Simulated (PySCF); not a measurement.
# Core binding energy against partial charge

Compound: C4H11BOSi.
Numbering: `[CH2:1]=[CH:2][O:3][SiH2:4][B:5]([CH3:6])[CH3:7]`

Cartesian coordinates in Å at the PBE0-D3(BJ)/def2-SVP level; atoms count from 1:
```xyz
18
C4H11BOSi angstrom
C      2.7328   -0.0480   -0.1191
C      2.4457   -1.1134    0.6385
O      1.4518   -1.2276    1.5319
Si     0.2328   -0.0670    1.7915
B     -0.9740    0.1852    0.1804
C     -0.9607   -0.8681   -0.9734
C     -1.9404    1.4169    0.1525
H      2.1638    0.8849   -0.0650
H      3.5733   -0.0892   -0.8128
H      3.0479   -2.0280    0.5770
H      0.8710    1.2114    2.2519
H     -0.5348   -0.6290    2.9453
H      0.0229   -1.3214   -1.1671
H     -1.4117   -0.5215   -1.9166
H     -1.6025   -1.6934   -0.5995
H     -1.3663    2.1902   -0.3998
H     -2.1938    1.8622    1.1265
H     -2.8592    1.2472   -0.4316
```

Binding energies: PySCF, delta-SCF UKS SCAN, pcX-2 on the ionised atom, pcseg-1 elsewhere, spin-free X2C. Charges: PBE0/pcSseg-1 ground-state density, for the ionised atom.

```
atom                    environment  C 1s (eV)  Mulliken (e)  IAO (e)  Hirshfeld (e)  ESP (e)
  C1           terminal =CH2 carbon     289.76        -0.335   -0.424         -0.153   -0.653
  C6      sp3 carbon bound to boron     290.11        -0.500   -0.554         -0.193   -0.519
  C2  vinylic carbon bearing oxygen     292.01        +0.146   +0.078         +0.035   +0.222
```

Question: How well does each charge scheme correlate with the binding energies over these sites?

Answer: ESP: r = 1.00, slope 2.6 eV per e; Hirshfeld: r = 0.95, slope 9.5 eV per e; IAO: r = 0.94, slope 3.4 eV per e; Mulliken: r = 0.92, slope 3.3 eV per e. ESP charges have the highest r, on only 3 points.

Question: The point-charge model writes a binding energy as kq + V + constant, with V the potential of the other atoms' charges at the site. What does it give with the Mulliken charges?

Answer: V = Σ 14.40 eV Å × q/r over all other atoms: +4.36 eV at C1, +5.88 eV at C6, -4.20 eV at C2. Fitting binding energy − V to q gives k = 19.4 eV per e and leaves an rms residual of 0.86 eV, against 0.38 eV for the fit on q alone. The model has no term for differences in relaxation between sites.

The unrestricted hole states depart most from a pure doublet (⟨S²⟩ = 0.75; over 0.85 named) for C 1s of C2 (0.85), which makes this value less certain. Isolated species at its PBE0-D3(BJ)/def2-SVP geometry (one conformer only).
